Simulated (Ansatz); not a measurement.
Geometry optimisation, UKS PBE-D4/def2-SVP in Ansatz 0.2.0.

input.yaml

```yaml
crystal:
  periodic: [false, false, false]
  atoms:
    - { symbol: Al, position_ang: [-0.011337, 7.9e-05, -0.346776] }
    - { symbol: Cl, position_ang: [-0.060687, -0.000762, 3.068482] }
    - { symbol: H, position_ang: [1.356483, 4.6e-05, -1.194513] }
    - { symbol: Cl, position_ang: [-1.883212, 9.4e-05, -1.335152] }
    - { symbol: F, position_ang: [0.018554, 0.000544, 4.672958] }
magnetization:
  spin_polarized: true
  initial_magnetization: 1
basis:
  gaussian: { orbitals: def2-SVP }
hamiltonian:
  xc: pbe
  dispersion: d4
relax:
  f_tol: 0.03
  max_steps: 50
```

Command:

```bash
$ ansatz run input.yaml --threads 2 --pin off --max-ram 3072MiB --backend cpu --events-out ev --progress --plain --runs-dir out
```

Question: Where does it end, and by what steps?

Answer: The forces met the threshold. The force dipped under the threshold on the way, but the program's further checks kept it going. After 35 steps the energy has fallen by 5.345 eV; F5 moved furthest, 2.94 Å. Parted: Cl2–F5 (1.61 → 3.27 Å). Joined: Al1–Cl2 (3.42 → 2.10 Å), Al1–F5 (5.02 → 1.67 Å).

```tsv
step	energy less start (eV)	largest force component (eV/Å)	accepted
0	0.0000	3.560	yes
2	-0.6610	3.721	yes
4	-1.8558	1.852	yes
6	-2.2218	0.443	yes
8	-2.2972	0.570	yes
10	-2.4212	0.113	yes
12	-2.5028	0.132	yes
14	-2.5494	0.174	yes
16	-2.5805	0.180	yes
18	-2.9211	0.965	yes
20	-3.8732	0.771	yes
22	-4.2707	0.586	yes
24	-4.6170	0.890	yes
26	-5.1533	0.893	yes
28	-5.2746	0.688	yes
30	-5.3263	0.083	yes
32	-5.3276	0.051	yes
34	-5.3346	0.311	yes
35	-5.3449	0.025	yes
```

```xyz
5
Properties=species:S:1:pos:R:3
Al -0.148 0.048 1.258
Cl 1.300 -1.258 2.037
H 0.450 0.518 -0.368
Cl -1.538 -0.675 -0.220
F -0.644 1.366 2.158
```

Time of the run: 61 s on 2 threads of Arm Neoverse V2, on a shared host, peak memory 0.18 GiB.
